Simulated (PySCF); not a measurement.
# Spinor energies of F(3+) (fluorine, charge +3)

Start: [He] 2s1 2p3; 2s1/2 filled at m_j = +1/2; 2p3/2 filled at m_j = -1/2, +1/2, +3/2. Calculated with PySCF 2.14 in x2c-TZVPall-2c with one added diffuse shell each of s, p, d type (6s4p3d1f, 40 functions): generalised Hartree-Fock with the X2C-1e Hamiltonian and a Gaussian nucleus; one run each with spin-orbit coupling (SO) switched off, then screened by Boettger's factors. This is a chosen level, not necessarily the ground level.

```tsv
spinor shell	electrons	ε, spin-free (eV)	ε, screened SO (eV)	weight of nominal j (screened SO)	rms radius, screened SO (bohr)
1s1/2	2	-792.60	-792.60	1.000	0.203
2s1/2	1	-113.06	-113.06	1.000	0.935
2p3/2	3	-89.194	-89.194	0.665	0.911
```

| quantity | spin-free | screened SO |
| --- | --- | --- |
| E (hartree) | -95.14610 | -95.14611 |
| M_J | 2 | 2 |
| ⟨J²⟩ | 6.000 | 6.000 |
| ⟨L²⟩ | 0.000 | 0.000 |
| ⟨S²⟩ | 6.000 | 6.000 |

Each row is a mean over spinors that exchange with the open shell spreads, by up to 8.650 eV (1s1/2).

Rows whose weight is well below 1 are mixtures of j = l ± 1/2: exchange outweighs spin-orbit coupling there, and the label is only the starting occupation.

Without spin-orbit coupling the j labels of p, d and f shells carry no meaning; the spin-free column gives the mean over the occupied spinors of each nl shell.
